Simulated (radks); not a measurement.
Effect of the nuclear size on neutral rubidium, [Kr] 5s1. Calculated with a radial shooting solver on a logarithmic mesh with Libxc functionals: Dirac Kohn-Sham, PBE, spin-unpolarised, spherical densities, finite nucleus; Fermi nuclear charge, rms radius 4.2036 fm. The rms radius is varied about that value; shifts are against it.

rms radius (fm)	total energy shift (eV)	density at nucleus (e/bohr^3)	1s1/2 shift (meV)	2s1/2 shift (meV)	3p1/2 shift (meV)	4s1/2 shift (meV)
3.7286	-0.154	5.55e+04	-65.2	-6.67	0.107	-0.123
3.9472	-0.0852	5.524e+04	-36.1	-3.69	0.060	-0.068
4.2036	0	5.494e+04	0.000	0.000	0.000	0.000
4.4348	0.0810	5.47e+04	34.3	3.51	-0.057	0.065
4.8678	0.243	5.427e+04	103	10.6	-0.170	0.194

Slopes of the eigenvalues against <r^2> in GHz/fm^2, as finite differences over the two radii next to the reference (eigenvalue slopes, not the field-shift constants of lines): 1s1/2 4170, 2s1/2 426, 3p1/2 -6.86, 4s1/2 7.85.
